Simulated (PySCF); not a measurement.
C2H6Cl2Sn, charge -1, doublet, at a GFN2-xTB geometry (such geometries of metal compounds can be far from the true shape) (a state made from the parent by changing its charge; the spin is typed, not shown lowest) (core potentials on Sn); DF-CAMB3LYP/def2-TZVP run with PySCF.

Input for PySCF:
```python
from pyscf import gto, scf, dft

mol = gto.M(
    atom='''
C     1.76372903   -1.73662568    0.07130148
Sn   -0.01628524   -0.13562850   -0.03006054
C    -1.93690710   -1.43671469   -0.67180903
Cl    0.54789437    1.48232711   -1.99334049
Cl   -0.40507770    0.67347787    2.41398282
H     1.46816842   -2.53232204    0.74641837
H     2.67201876   -1.26524498    0.43134678
H     1.92379636   -2.13256648   -0.92556909
H    -2.68511086   -0.79754733   -1.12797528
H    -2.34499204   -1.91167356    0.21305304
H    -1.60843387   -2.18786323   -1.38212146
''',
    basis='def2-tzvp',
    ecp={'Sn': 'def2-tzvp'},
    charge=-1,
    spin=1,
    verbose=4,
)

mf = dft.UKS(mol)
mf.xc = 'camb3lyp'
mf = mf.density_fit(auxbasis='def2-universal-jkfit')
mf.kernel()
```

Task: Write the output that PySCF gives for this input, abridged.

Result: 
```
PySCF version 2.14.0

[INPUT] verbose = 4
[INPUT] num. atoms = 11
[INPUT] num. electrons = 75
[INPUT] charge = -1
[INPUT] spin (= nelec alpha-beta = 2S) = 1
[INPUT] symmetry False subgroup None
[INPUT] Mole.unit = angstrom
[INPUT] Symbol           X                Y                Z      unit          X                Y                Z       unit  Magmom
[INPUT]  1 C      1.763729030000  -1.736625680000   0.071301480000 AA    3.332964824645  -3.281746916087   0.134740269476 Bohr   0.0
[INPUT]  2 Sn    -0.016285240000  -0.135628500000  -0.030060540000 AA   -0.030774643473  -0.256300719686  -0.056806187757 Bohr   0.0
[INPUT]  3 C     -1.936907100000  -1.436714690000  -0.671809030000 AA   -3.660223947726  -2.714997283239  -1.269535074710 Bohr   0.0
[INPUT]  4 Cl     0.547894370000   1.482327110000  -1.993340490000 AA    1.035370304491   2.801192264918  -3.766867599106 Bohr   0.0
[INPUT]  5 Cl    -0.405077700000   0.673477870000   2.413982820000 AA   -0.765485912169   1.272688725255   4.561766399205 Bohr   0.0
[INPUT]  6 H      1.468168420000  -2.532322040000   0.746418370000 AA    2.774436218535  -4.785395114800   1.410526293644 Bohr   0.0
[INPUT]  7 H      2.672018760000  -1.265244980000   0.431346780000 AA    5.049383656100  -2.390966492681   0.815127278913 Bohr   0.0
[INPUT]  8 H      1.923796360000  -2.132566480000  -0.925569090000 AA    3.635448239835  -4.029966589628  -1.749072089463 Bohr   0.0
[INPUT]  9 H     -2.685110860000  -0.797547330000  -1.127975280000 AA   -5.074124139495  -1.507146025078  -2.131564354480 Bohr   0.0
[INPUT] 10 H     -2.344992040000  -1.911673560000   0.213053040000 AA   -4.431392719885  -3.612539467972   0.402611895606 Bohr   0.0
[INPUT] 11 H     -1.608433870000  -2.187863230000  -1.382121460000 AA   -3.039499503774  -4.134462302706  -2.611831030284 Bohr   0.0

nuclear repulsion = 375.629937780396
number of shells = 88
number of NR pGTOs = 357
number of NR cGTOs = 222
basis = def2-tzvp
ecp = {'Sn': 'def2-tzvp'}

******** <class 'pyscf.df.df_jk.DFUKS'> ********
method = DFUKS
initial guess = minao
damping factor = 0
level_shift factor = 0
DIIS = <class 'pyscf.scf.diis.CDIIS'>
diis_start_cycle = 1
diis_space = 8
diis_damp = 0
SCF conv_tol = 1e-09
SCF conv_tol_grad = None
SCF max_cycles = 50
direct_scf = False
number electrons alpha = 38  beta = 37
XC library pyscf.dft.libxc version 7.1.2
    S. Lehtola, C. Steigemann, M. J. T. Oliveira, and M. A. L. Marques,  SoftwareX 7, 1–5 (2018)
XC functionals = camb3lyp
    T. Yanai, D. P. Tew, and N. C. Handy,  Chem. Phys. Lett. 393, 51 (2004)
radial grids:
    Treutler-Ahlrichs [JCP 102, 346 (1995); DOI:10.1063/1.469408] (M4) radial grids

becke partition: Becke, JCP 88, 2547 (1988); DOI:10.1063/1.454033
pruning grids: <function nwchem_prune>
grids dens level: 3
symmetrized grids: False
atomic radii adjust function: <function treutler_atomic_radii_adjust>
small_rho_cutoff = 0
Set gradient conv threshold to 3.16228e-05
tot grids = 146808
******** <class 'pyscf.df.df.DF'> ********
auxbasis = def2-universal-jkfit
Create RSH-DF object <pyscf.df.df.DF object> for omega=0.33
******** <class 'pyscf.df.df.DF'> ********
auxbasis = auxmol.basis = def2-universal-jkfit
init E= -1177.34339154983

cycle= 1 E= -1213.10776124983  delta_E= -35.8  |g|=  1.9  |ddm|= 21.8
cycle= 2 E= -1212.33948268987  delta_E= 0.768  |g|= 2.51  |ddm|= 39.6
cycle= 3 E= -1214.65628520597  delta_E= -2.32  |g|= 0.127  |ddm|= 38.6
cycle= 4 E= -1214.66081709923  delta_E= -0.00453  |g|= 0.114  |ddm|= 0.498
cycle= 5 E= -1214.66623435427  delta_E= -0.00542  |g|= 0.0149  |ddm|= 0.171
cycle= 6 E= -1214.66641779554  delta_E= -0.000183  |g|= 0.00886  |ddm|= 0.0961
cycle= 7 E= -1214.66649177452  delta_E= -7.4e-05  |g|= 0.00254  |ddm|= 0.044
cycle= 8 E= -1214.66650627738  delta_E= -1.45e-05  |g|= 0.00122  |ddm|= 0.0145
cycle= 9 E= -1214.66651097388  delta_E= -4.7e-06  |g|= 0.000701  |ddm|= 0.00716
cycle= 10 E= -1214.66651188193  delta_E= -9.08e-07  |g|= 0.000346  |ddm|= 0.00319
cycle= 11 E= -1214.66651212162  delta_E= -2.4e-07  |g|= 0.000106  |ddm|= 0.00263
cycle= 12 E= -1214.66651214901  delta_E= -2.74e-08  |g|= 5.39e-05  |ddm|= 0.00119
cycle= 13 E= -1214.6665121541  delta_E= -5.09e-09  |g|= 2.13e-05  |ddm|= 0.000434
cycle= 14 E= -1214.66651215484  delta_E= -7.4e-10  |g|= 7.64e-06  |ddm|= 0.000175
Extra cycle  E= -1214.66651215489  delta_E= -5.05e-11  |g|= 6.05e-06  |ddm|= 3.53e-05
converged SCF energy = -1214.66651215489  <S^2> = 0.75982182  2S+1 = 2.0097978
```
